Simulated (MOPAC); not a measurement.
Input file for MOPAC: PM6 on HORe (SMILES [OH][Re]), 2S+1 = 5, a spin state set in the input, which need not be the lowest.

```
PM6 1SCF PRECISE CHARGE=0 UHF MS=2 THREADS=1
HORe

Re    -0.95556453 1    -0.66289516 1    -0.82901625 1
O      0.44341258 1    -0.12255842 1     0.29963874 1
H      0.47898324 1     0.83282517 1     0.45905787 1
```

It printed:

```
*******************************************************************************
 **                                                                           **
 **                              MOPAC v23.2.5                                **
 **                                                                           **
 *******************************************************************************
 ** MOPAC's Digital Object Identifier: https://doi.org/10.5281/zenodo.6511958 **
 **                                                                           **
 ** Please cite the open-source release paper for use of this MOPAC version:  **
 ** J. E. Moussa and J. J. P. Stewart (2026)                                  **
 ** MOPAC: An open-source semiempirical molecular orbital program             **
 ** J. Open Source Softw., 11(119), 8025, https://doi.org/10.21105/joss.08025 **
 *******************************************************************************

                              PM6 CALCULATION RESULTS

 *******************************************************************************
 *  PM6        - The PM6 Hamiltonian to be used
 *  UHF        - UNRESTRICTED HARTREE-FOCK CALCULATION
 *
 *
 *
 *                 CHARGE ON SYSTEM = 0
 *
 *
 *
 *  MS=        - IN MECI, MAGNETIC COMPONENT OF SPIN =  2.0
 *  PRECISE    - TIGHTER CRITERIA TO BE USED
 *  1SCF       - DO 1 SCF AND THEN STOP
 *  THREADS=1  - MULTI-THREADING NOT USED
 *  T=         - A TIME OF 172800.0 SECONDS REQUESTED
 *  DUMP=N     - RESTART FILE WRITTEN EVERY 7200.0 SECONDS REQUESTED
 *******************************************************************************
PM6 1SCF PRECISE CHARGE=0 UHF MS=2 THREADS=1
 HORe

   ATOM   CHEMICAL          X               Y               Z
  NUMBER   SYMBOL      (ANGSTROMS)     (ANGSTROMS)     (ANGSTROMS)

     1      Re         -0.95556453  *  -0.66289516  *  -0.82901625  *
     2       O          0.44341258  *  -0.12255842  *   0.29963874  *
     3       H          0.47898324  *   0.83282517  *   0.45905787  *



          CARTESIAN COORDINATES

    NO.       ATOM           X           Y           Z

     1        Re         -0.9556     -0.6629     -0.8290
     2         O          0.4434     -0.1226      0.2996
     3         H          0.4790      0.8328      0.4591

 General Reference for PM6:
 "Optimization of Parameters for Semiempirical Methods V: Modification of NDDO Approximations
 and Application to 70 Elements", J. J. P. Stewart, J. Mol. Mod., 13, 1173-1213 (2007)
 URL: https://link.springer.com/article/10.1007/s00894-007-0233-4

           Empirical Formula: H O Re  =     3 atoms



      MOLECULAR POINT GROUP   :   Cs


          UHF CALCULATION, NO. OF ALPHA ELECTRONS =    9
                           NO. OF BETA  ELECTRONS =    5

 -------------------------------------------------------------------------------
 PM6 1SCF PRECISE CHARGE=0 UHF MS=2 THREADS=1
 HORe



     1SCF WAS SPECIFIED, SO BFGS WAS NOT USED
     SCF FIELD WAS ACHIEVED


                              PM6 CALCULATION
                                                       MOPAC v23.2.5 Linux




          FINAL HEAT OF FORMATION =        132.99092 KCAL/MOL =     556.43402 KJ/MOL


          COSMO AREA              =         91.32 SQUARE ANGSTROMS
          COSMO VOLUME            =         79.85 CUBIC ANGSTROMS

          IONIZATION POTENTIAL    =          7.284728 EV
          ALPHA SOMO LUMO (EV)    =         -8.464 -1.821
          BETA  SOMO LUMO (EV)    =         -7.285 -0.686
          NO. OF ALPHA ELECTRONS  =          9
          NO. OF BETA  ELECTRONS  =          5
          MOLECULAR WEIGHT        =        203.2143         POINT GROUP:  Cs

          MOLECULAR DIMENSIONS (Angstroms)

            Atom       Atom       Distance
            H     3   Re     1     2.44013
            O     2    H     3     0.68000
           Re     1    H     3     0.00000


          SCF CALCULATIONS        =          1





   ATOM   CHEMICAL          X               Y               Z
  NUMBER   SYMBOL      (ANGSTROMS)     (ANGSTROMS)     (ANGSTROMS)

     1      Re         -0.95556453  *  -0.66289516  *  -0.82901625  *
     2       O          0.44341258  *  -0.12255842  *   0.29963874  *
     3       H          0.47898324  *   0.83282517  *   0.45905787  *

                             CARTESIAN COORDINATES

   1   Re       -0.955564530    -0.662895160    -0.829016250
   2    O        0.443412580    -0.122558420     0.299638740
   3    H        0.478983240     0.832825170     0.459057870


           Empirical Formula: H O Re  =     3 atoms



      MOLECULAR POINT GROUP   :   Cs


          ALPHA EIGENVALUES
 -29.66293 -18.03954 -13.53624 -13.29137  -9.67470  -8.79984  -8.74811  -8.72891
  -8.46358  -1.82132   0.02924   0.24767   2.90814   4.91851


           BETA EIGENVALUES
 -29.64562 -17.94308 -13.45621 -12.83924  -7.28473  -0.68579  -0.56457  -0.48632
  -0.29614  -0.29573   2.61641   2.93712   3.89474   5.12162


              NET ATOMIC CHARGES AND DIPOLE CONTRIBUTIONS

  ATOM NO.   TYPE          CHARGE      No. of ELECS.   s-Pop       p-Pop       d-Pop
    1         Re           0.188321        6.8117     1.83574     0.40288     4.57306
    2          O          -0.524465        6.5245     1.69114     4.83332
    3          H           0.336144        0.6639     0.66386
 DIPOLE           X         Y         Z       TOTAL
 POINT-CHG.    -1.208     1.054    -0.764     1.776
 HYBRID         0.548    -0.090     0.400     0.685
 SUM           -0.660     0.964    -0.363     1.223


          ATOMIC ORBITAL ELECTRON POPULATIONS

     Atom    s        px        py        pz      x^2-y^2     xz        z^2       yz        xy
    1 Re   1.83574   0.16814   0.07462   0.16012   0.98454   0.75826   1.02226   0.92199   0.88601
    2  O   1.69114   1.71069   1.38585   1.73677
    3  H   0.66386


                    (SZ)    =    2.000000
                    (S**2)  =    6.017400


          ATOMIC ORBITAL SPIN POPULATIONS

    Atom   Total    s     px     py     pz   x^2-y^2  xz     z^2    yz     xy
         Atomic
    1 Re  4.0028 -0.009  0.066  0.034  0.074  0.821  0.473  0.906  0.857  0.782
    2  O -0.0203 -0.007 -0.017 -0.003  0.006
    3  H  0.0175  0.018

 **********************
 *                    *
 * JOB ENDED NORMALLY *
 *                    *
 **********************




 == MOPAC DONE ==
```

The run finished.

Cost: about 0.03 core-seconds (a rough figure).
